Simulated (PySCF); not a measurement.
SiFClBr₂, SMILES F[Si](Cl)(Br)Br. Atoms are numbered in the order given.

```xyz
5

F      1.9294     0.6770     0.0000
Si     0.3398     0.4199     0.0000
Cl    -0.5886     2.2402     0.0000
Br    -0.1731    -0.7151    -1.8158
Br    -0.1731    -0.7151     1.8158
```

Coordinates come from a B3LYP-D3(BJ)/def2-SVP optimisation.

Computed with PBE/def2-TZVP (PySCF).

Gas-phase values at a fixed geometry.

Computed frontier levels, gap, dipole moment and polarisability:
| Quantity | Value |
|---|---|
| highest occupied level | -7.64 eV |
| lowest empty level | -2.20 eV |
| orbital gap | 5.44 eV |
| dipole moment | 0.71 D |
| quadrupole, principal values (traceless, Buckingham form, about the centre of nuclear charge) | -3.58, 0.99, 2.59 D·Å |
| mean static polarisability | 74.2 bohr³ (11.00 Å³) |
| polarisability, principal values | 58.0, 78.2, 86.5 bohr³ |
